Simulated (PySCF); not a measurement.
**Substituent effects on chemical shifts**

Parent skeleton `[CH2:1]=[C:2]1[CH2:3][CH:4]1[O:5][SiH2:6][F:7]`; one hydrogen on atom 3 is replaced by X. Hydrogens on one atom are averaged.

- PBE0/pcSseg-1 with gauge-including orbitals
- geometry from GFN2-xTB
- run in PySCF 2.14
- isolated molecule, single conformer, relativity neglected

Chemical shifts δ = σref − σ; $^{13}$C, $^{29}$Si, $^{1}$H against TMS; H2O for $^{17}$O; $^{19}$F against CFCl3, all at this level.

Task: Order these by the shift of H(C3), most shielded first.
A. X = cPr
B. X = OH
C. X = CH2SiH3
D. X = COOH
E. X = OCH3

Result: C (1.68 ppm), A (2.01 ppm), D (2.60 ppm), E (3.71 ppm), B (4.02 ppm).

Task: Order these by the shift of F7, most shielded first.
A. X = COOH
B. X = OH
C. X = CHF2
D. X = cPr
E. X = CH2SiH3

Result: A (-180.6 ppm), B (-167.9 ppm), D (-165.8 ppm), E (-163.7 ppm), C (-160.4 ppm).

Task: Order these by the shift of C2, most shielded first.
A. X = CH2SiH3
B. X = COOH
C. X = CHF2

Result: C (139.9 ppm), B (144.2 ppm), A (149.5 ppm).

Unscaled 19F shifts against computed CFCl3 carry errors that often reach 10 to 50 ppm. Experimental scales use liquid or dissolved standards, which lie at an offset from isolated H2O (liquid H2O: subtract about 36 ppm).
